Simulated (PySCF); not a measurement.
Zn(OH) (HOZn), SMILES [OH][Zn] (connectivity only; charge and spin as stated), neutral, multiplicity 2.

The structure is a stationary point at PBE0-D3(BJ)/def2-TZVP. The multiplicity is an assumed one; other spin states were not compared. The isomer is the one that the SMILES or the coordinates give; other isomers of the formula were not compared.

Two levels are set side by side: PBE/def2-TZVPD (PySCF) and CAM-B3LYP/def2-TZVPD (PySCF). Same geometry, gas phase. Differences are taken from unrounded values.

```tsv
quantity	CAM-B3LYP
α-spin orbital gap (eV)	7.44
β-spin orbital gap (eV)	7.16
dipole moment (D)	2.11
mean polarisability (bohr³)	40.0
```

Task: What does PBE give, and how far is it from CAM-B3LYP? (An estimate is asked for; the answer gives what the named calculation found.)

Result: 
| quantity | PBE | PBE minus CAM-B3LYP |
|---|---|---|
| α-spin orbital gap (eV) | 3.86 | -3.58 |
| β-spin orbital gap (eV) | 2.42 | -4.74 |
| dipole moment (D) | 1.73 | -0.38 |
| mean polarisability (bohr³) | 42.4 | 2.4 |

PBE's more diffuse valence density responds more strongly to a field. Differences between two approximate levels are no errors against the true value.
